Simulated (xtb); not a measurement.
tin monoxide (OSn), singlet, from a rough starting geometry (GFN-xTB shapes and energies of metal compounds can be far from the true ones); GFN2-xTB in xtb 6.7.1.

The xtb input:
```
$ xtb mol.xyz --gfn 2 --opt vtight --json

# file mol.xyz
2

Sn     0.93009506     0.00112765    -0.04331306
O     -0.88144958     0.00030420     0.05101730
```

### Question
Predict the main parts of the log of this xtb run.

### Answer

```
   ID    Z sym.   atoms
    1   50 Sn     1
    2    8 O      2

           -------------------------------------------------
          |                Calculation Setup                |
           -------------------------------------------------

           -------------------------------------------------
          |                 G F N 2 - x T B                 |
           -------------------------------------------------

          ...................................................
          :                      SETUP                      :
          :.................................................:
          :  # basis functions                  14          :
          :  # atomic orbitals                  13          :
          :  # shells                            5          :
          :  # electrons                        10          :
          :  max. iterations                   250          :
          :  Hamiltonian                  GFN2-xTB          :
          :  restarted?                      false          :
          :  GBSA solvation                  false          :
          :  PC potential                    false          :
          :  electronic temp.          300.0000000     K    :
          :  accuracy                    1.0000000          :
          :  -> integral cutoff          0.2500000E+02      :
          :  -> integral neglect         0.1000000E-07      :
          :  -> SCF convergence          0.1000000E-05 Eh   :
          :  -> wf. convergence          0.1000000E-03 e    :
          :  Broyden damping             0.4000000          :
          :  net charge                          0          :
          :  unpaired electrons                  0          :
          ...................................................

 iter      E             dE          RMSdq      gap      omega  full diag
   1     -5.6118770 -0.561188E+01  0.698E+01    2.30       0.0  T
   2     -5.7625489 -0.150672E+00  0.208E+01    7.84       1.0  T
   3     -6.1561824 -0.393633E+00  0.351E+01    3.40       1.0  T
   4     -3.3496536  0.280653E+01  0.563E+01    1.07       1.0  T
   5     -6.1820843 -0.283243E+01  0.720E+00    4.30       1.0  T
   6     -6.1694952  0.125891E-01  0.417E+00    4.51       1.0  T
   7     -6.1838304 -0.143352E-01  0.159E+00    4.24       1.0  T
   8     -6.1862485 -0.241807E-02  0.156E+00    4.18       1.0  T
   9     -6.1879921 -0.174364E-02  0.101E+00    4.11       1.0  T
  10     -6.1889816 -0.989531E-03  0.631E-01    4.06       1.0  T
  11     -6.1894784 -0.496758E-03  0.619E-02    3.99       1.1  T
  12     -6.1894817 -0.330445E-05  0.250E-02    3.98       2.8  T
  13     -6.1894819 -0.214628E-06  0.182E-03    3.98      38.8  T
  14     -6.1894819  0.204167E-08  0.115E-03    3.98      61.4  T
  15     -6.1894819 -0.184414E-08  0.275E-04    3.98     257.0  T
  16     -6.1894819 -0.216313E-09  0.340E-05    3.98    2079.5  T

   *** convergence criteria satisfied after 16 iterations ***

         :::::::::::::::::::::::::::::::::::::::::::::::::::::
         ::                     SUMMARY                     ::
         :::::::::::::::::::::::::::::::::::::::::::::::::::::
         :: total energy              -6.183177370769 Eh    ::
         :: gradient norm              0.007128331541 Eh/a0 ::
         :: HOMO-LUMO gap              3.982074083562 eV    ::
         ::.................................................::
         :: SCC energy                -6.189481908467 Eh    ::
         :: -> isotropic ES            0.020175270586 Eh    ::
         :: -> anisotropic ES          0.015106871633 Eh    ::
         :: -> anisotropic XC         -0.004329795333 Eh    ::
         :: -> dispersion             -0.000618003321 Eh    ::
         :: repulsion energy           0.006304537698 Eh    ::
         :: add. restraining           0.000000000000 Eh    ::
         :: total charge               0.000000000000 e     ::
         :::::::::::::::::::::::::::::::::::::::::::::::::::::

      -----------------------------------------------------------
     |                   =====================                   |
     |                        A N C O P T                        |
     |                   =====================                   |
     |               Approximate Normal Coordinate               |
     |                Rational Function Optimizer                |
      -----------------------------------------------------------
      -----------------------------------------------------------
     |                   =====================                   |
     |                        A N C O P T                        |
     |                   =====================                   |
     |               Approximate Normal Coordinate               |
     |                Rational Function Optimizer                |
      -----------------------------------------------------------

          ...................................................
          :                      SETUP                      :
          :.................................................:
          :   optimization level         verytight          :
          :   max. optcycles                   200          :
          :   ANC micro-cycles                  20          :
          :   degrees of freedom                 1          :
          :.................................................:
          :   RF solver                   davidson          :
          :   write xtbopt.log                true          :
          :   linear (good luck)              true          :
          :   energy convergence         0.1000000E-06 Eh   :
          :   grad. convergence          0.2000000E-03 Eh/α :
          :   maxmium RF displ.          1.0000000          :
          :   Hlow (freq-cutoff)         0.1000000E-01      :
          :   Hmax (freq-cutoff)         5.0000000          :
          :   S6 in model hess.         20.0000000          :
[...]
 * total energy  :    -6.1831774 Eh     change       -0.7549517E-13 Eh
 * total energy  :    -6.1832218 Eh     change       -0.4441373E-04 Eh
 * total energy  :    -6.1832268 Eh     change       -0.5019844E-05 Eh
 * total energy  :    -6.1832268 Eh     change       -0.2524526E-08 Eh
   *** GEOMETRY OPTIMIZATION CONVERGED AFTER 4 ITERATIONS ***
[...]
           -------------------------------------------------

          ...................................................
          :                      SETUP                      :
          :.................................................:
          :  # basis functions                  14          :
          :  # atomic orbitals                  13          :
          :  # shells                            5          :
          :  # electrons                        10          :
          :  max. iterations                   250          :
          :  Hamiltonian                  GFN2-xTB          :
          :  restarted?                      false          :
          :  GBSA solvation                  false          :
          :  PC potential                    false          :
          :  electronic temp.          300.0000000     K    :
          :  accuracy                    1.0000000          :
          :  -> integral cutoff          0.2500000E+02      :
          :  -> integral neglect         0.1000000E-07      :
          :  -> SCF convergence          0.1000000E-05 Eh   :
          :  -> wf. convergence          0.1000000E-03 e    :
          :  Broyden damping             0.4000000          :
          :  net charge                          0          :
          :  unpaired electrons                  0          :
          ...................................................

 iter      E             dE          RMSdq      gap      omega  full diag
   1     -6.1901255 -0.619013E+01  0.123E-05    4.00       0.0  T
   2     -6.1901255  0.213163E-13  0.102E-05    4.00    6934.1  T
   3     -6.1901255 -0.373035E-13  0.501E-06    4.00   14105.5  T

   *** convergence criteria satisfied after 3 iterations ***

         :::::::::::::::::::::::::::::::::::::::::::::::::::::
         ::                     SUMMARY                     ::
         :::::::::::::::::::::::::::::::::::::::::::::::::::::
         :: total energy              -6.183226806863 Eh    ::
         :: gradient norm              0.000030878142 Eh/a0 ::
         :: HOMO-LUMO gap              4.000900236653 eV    ::
         ::.................................................::
         :: SCC energy                -6.190125476967 Eh    ::
         :: -> isotropic ES            0.020143853406 Eh    ::
         :: -> anisotropic ES          0.014807080374 Eh    ::
         :: -> anisotropic XC         -0.004330258294 Eh    ::
         :: -> dispersion             -0.000617515094 Eh    ::
         :: repulsion energy           0.006898670104 Eh    ::
         :: add. restraining           0.000000000000 Eh    ::
         :: total charge               0.000000000000 e     ::
         :::::::::::::::::::::::::::::::::::::::::::::::::::::

           -------------------------------------------------
          |                Property Printout                |
           -------------------------------------------------

    * Orbital Energies and Occupations

         #    Occupation            Energy/Eh            Energy/eV
      -------------------------------------------------------------
         1        2.0000           -0.8429006             -22.9365
         2        2.0000           -0.5923602             -16.1189
         3        2.0000           -0.4214824             -11.4691
         4        2.0000           -0.4214824             -11.4691
         5        2.0000           -0.4039014             -10.9907 (HOMO)
         6                         -0.2568710              -6.9898 (LUMO)
         7                         -0.2568710              -6.9898
         8                         -0.1627873              -4.4297
         9                         -0.1627873              -4.4297
        10                         -0.1434392              -3.9032
        11                         -0.0958109              -2.6071
        12                         -0.0958109              -2.6071
        13                          0.1845875               5.0229
      -------------------------------------------------------------
                  HL-Gap            0.1470304 Eh            4.0009 eV
             Fermi-level           -0.3303862 Eh           -8.9903 eV

     #   Z          covCN         q      C6AA      α(0)
     1  50 Sn       0.778     0.418   492.820    48.776
     2   8 O        0.778    -0.418    22.086     6.299

 Mol. C6AA /au·bohr⁶  :        705.048147
 Mol. C8AA /au·bohr⁸  :      71869.508857
 Mol. α(0) /au        :         55.075251

Wiberg/Mayer (AO) data.
largest (>0.10) Wiberg bond orders for each atom

 ---------------------------------------------------------------------------
     #   Z sym  total        # sym  WBO       # sym  WBO       # sym  WBO
 ---------------------------------------------------------------------------
     1  50 Sn   2.402 --     2 O    2.402
     2   8 O    2.402 --     1 Sn   2.402
 ---------------------------------------------------------------------------

Topologies differ in total number of bonds
Writing topology from bond orders to xtbtopo.mol

molecular dipole:
                 x           y           z       tot (Debye)
 q only:        1.424       0.001      -0.074
   full:        2.576       0.001      -0.134       6.555
molecular quadrupole (traceless):
                xx          xy          yy          xz          yz          zz
 q only:        0.131       0.003      -0.065       0.010      -0.000      -0.067
  q+dip:        3.484       0.008      -1.747      -0.235      -0.000      -1.737
   full:       -2.555       0.003       1.285       0.237      -0.000       1.270

optimized geometry written to: xtbopt.xyz

           -------------------------------------------------
          | TOTAL ENERGY               -6.183226806863 Eh   |
          | GRADIENT NORM               0.000030878142 Eh/α |
          | HOMO-LUMO GAP               4.000900236653 eV   |
           -------------------------------------------------

normal termination of xtb
```
